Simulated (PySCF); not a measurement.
Input of an EPR job (settings, then geometry in Å):

```
{"job": {"kind": "epr", "basis": "pcH-1"}, "charge": 0, "multiplicity": 2}
N     -2.497322     1.377479    -1.101294
C     -2.643449     0.773107    -0.140906
C     -2.763173     0.007451     1.082054
C     -1.445123    -0.378167     1.580463
C     -0.170628    -0.462709     1.326587
C      0.510284    -0.084480     0.089387
C      1.827991    -0.186278    -0.067614
C      2.529850     0.184353    -1.320466
Cl     3.256066    -1.290295    -2.060218
H     -3.287344     0.622162     1.824271
H     -3.367637    -0.885426     0.884474
H      0.489155    -0.859875     2.093220
H     -0.113733     0.300627    -0.704001
H      2.452560    -0.578259     0.723813
H      3.363062     0.862387    -1.133726
H      1.851844     0.606866    -2.060784
```

The calculation used UKS B3LYP, pcH-1 on C Cl H N, non-relativistic, mean-field spin-orbit, GIAO (PySCF 2.14.0). Isolated species at its GFN2-xTB geometry (one conformer only). A GFN2-xTB geometry isn't a minimum of the functional, and hyperfine couplings can be far from their values at a DFT geometry.

Output of the driver script. Atoms in this output count from 0.

```
UKS, coarse grid
  cycle   1  E = -785.72272639  |g| = 4.04e-01
  cycle   2  E = -785.49233032  |g| = 8.19e-01
  cycle   3  E = -785.79540180  |g| = 1.37e-01
  cycle   4  E = -785.80347396  |g| = 4.87e-02
  cycle   5  E = -785.80442848  |g| = 2.03e-02
  cycle   6  E = -785.80464061  |g| = 6.90e-03
  cycle   7  E = -785.80468267  |g| = 2.99e-03
  cycle   8  E = -785.80469812  |g| = 1.70e-03
  cycle   9  E = -785.80470789  |g| = 9.92e-04
UKS, final grid
  cycle   1  E = -785.80469545  |g| = 1.30e-03
  cycle   2  E = -785.80469441  |g| = 2.23e-03
  cycle   3  E = -785.80469708  |g| = 3.49e-04
  cycle   4  E = -785.80469730  |g| = 2.52e-04
  cycle   5  E = -785.80469762  |g| = 1.10e-04
  cycle   6  E = -785.80469763  |g| = 1.97e-05
  cycle   7  E = -785.80469763  |g| = 1.13e-05
E = -785.80469763 Eh   <S^2> = 0.7628 (exact 0.7500)
g shifts (ppm)      1          2          3
  rmc          -163       -163       -163
  gc             32         11        -16
  oz_so        -362        -40        807
  total        -493       -192        629
hyperfine (MHz)  atom isotope    a_iso     a_fc   dipolar eigenvalues
    0   14N       1.39       1.40     -2.07     -1.28      3.35
    1   13C      89.87      89.89     -5.28     -3.24      8.51
    2   13C      26.26      26.26     -3.72     -2.91      6.63
    3   13C     291.30     291.43    -84.84    -58.80    143.63
    4   13C     -14.31     -14.31    -18.56      2.74     15.81
    5   13C      75.54      75.56     -8.87     -1.98     10.85
    6   13C      -3.66      -3.66     -9.66      3.27      6.39
    7   13C       5.41       5.41     -0.40     -0.25      0.65
    8  35Cl      -1.95      -1.93     -1.64      0.81      0.83
    9    1H      48.09      48.09     -6.99     -5.60     12.59
   10    1H      16.41      16.41     -6.64     -5.07     11.71
   11    1H     125.31     125.31     -6.72     -5.64     12.36
   12    1H      -6.30      -6.30     -4.85     -1.06      5.91
   13    1H       3.60       3.60     -2.53     -1.60      4.13
   14    1H      -2.88      -2.88     -0.39     -0.30      0.70
   15    1H       0.17       0.17     -0.71     -0.54      1.26
```

|g| in the SCF lines is the orbital gradient. In the g block, columns 1 to 3 are the principal axes in rising order; rmc is the relativistic mass correction, gc the gauge correction and oz_so the orbital-Zeeman/spin–orbit term. a_fc is the Fermi-contact part of a_iso, the rest being spin–orbit.

Task: What does the output say about convergence, stability and spin contamination?

Result: The SCF converged after 16 cycles in all, 9 of them on the coarse grid; no stability test was run. ⟨S²⟩ = 0.7628 against the exact 0.7500, so spin contamination is small.

Task: What are the principal g values and g_iso?

Result: Adding the total shifts to 2.002319 gives 2.00183, 2.00213, 2.00295; their mean shift is -19 ppm, so g_iso = 2.00230.

Task: Which couplings shape the isotropic spectrum at natural abundance (0.05 mT or more)? Keep the log's numbering.

Result: atom 11 (1H, I = 1/2): 125.3 MHz = 4.47 mT in magnitude, a 1:1 doublet; atoms 9, 10 (1H, I = 1/2): mean 32.2 MHz = 1.15 mT in magnitude, a 1:2:1 triplet; atom 12 (1H, I = 1/2): -6.3 MHz = 0.22 mT in magnitude, a 1:1 doublet; atom 13 (1H, I = 1/2): 3.6 MHz = 0.13 mT in magnitude, a 1:1 doublet; atom 8 (35Cl, I = 3/2): -2.0 MHz = 0.07 mT in magnitude, a 1:1:1:1 quartet. Together 96 lines to first order. Nuclei that the bonding pattern makes equivalent are averaged, as if the motion that swaps them (rotation, inversion, ring flip) were fast. The 1H value of +32.2 MHz is a mean of couplings from 16.4 to 48.1 MHz in this one geometry, not an average over conformers. Main isotope only: 35Cl (natural samples also hold 24 % 37Cl, magnetic too, which adds its own pattern).

Task: How large is the spin–orbit part of a_iso for atom 3 (13C)?

Result: a_iso − a_fc = 291.30 − (291.43) = -0.13 MHz.

The species is `N#CC/[C]=C\C=C\CCl` [radical]. The run used 305 basis functions and 12 iterations of the response equations. 

On one thread, Arm Neoverse V1 (aarch64), shared host, this took 1.9 min of wall time (with the writing of density and orbital grids) and 1.2 GiB of memory at its peak.

Conformer computed: `[N:1]#[C:2][CH2:3]/[C:4]=[CH:5]\[CH:6]=[CH:7]\[CH2:8][Cl:9]`: C2–C3–C4–C5 -12°, C4–C5–C6–C7 179°, C6–C7–C8–Cl9 -115°.
Labels such as C1 count atoms from 1, the log's own numbers from 0.
